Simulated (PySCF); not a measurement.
# Bond energies at HF/def2-TZVPP beside a composite method

PySCF, lowest determinants of a PBE0 search. The composite is CCSD(T) extrapolated to the basis-set limit from two correlation-consistent sets, with core-valence (CV) and scalar-relativistic (SR) terms as its label shows; it has no spin–orbit coupling and nothing beyond (T).

```
species  state (unpaired electrons)  De HF (eV)  De composite (eV)              composite  dissociates to
    BeH               doublet (σ ↑)        2.15               2.18  CCSD(T)/CBS(TQ)+CV+SR          Be + H
    ZnF               doublet (σ ↑)        2.10               2.99        CCSD(T)/CBS(DT)          Zn + F
   CaBr               doublet (σ ↑)        3.29               3.60        CCSD(T)/CBS(DT)         Ca + Br
     BH      singlet (closed shell)        2.68               3.69  CCSD(T)/CBS(TQ)+CV+SR           B + H
     IF      singlet (closed shell)        0.80               2.98     CCSD(T)/CBS(TQ)+CV           I + F
    ICl      singlet (closed shell)        0.82               2.43     CCSD(T)/CBS(TQ)+CV          I + Cl
    CdF               doublet (σ ↑)        1.50               2.54        CCSD(T)/CBS(DT)          Cd + F
    SiH               doublet (π ↑)        2.27               3.20  CCSD(T)/CBS(TQ)+CV+SR          Si + H
```

Does HF bind more or less than the composite, by how much on average, and where is the difference largest?

HF/def2-TZVPP binds less on average, method and basis taken together: the mean signed difference is -1.00 eV and the mean absolute one 1.00 eV; it is largest for IF (-2.18 eV).

The molecules are drawn from runs that passed checks on state, spin purity and fit, so the hardest cases are missing and the errors look smaller than over all diatomics.

Correlated steps freeze the inner cores (1 to 19 orbitals); shallow outer-core shells are correlated. UHF and ROHF references stand side by side, which adds small steps between rows. These are scalar-relativistic numbers at best; spin–orbit coupling would shift them, the dissociation energy most. Where the molecule has an RHF reference, its open-shell atoms are computed with UHF. States were picked by a PBE0 search and need not be the measured ground states.
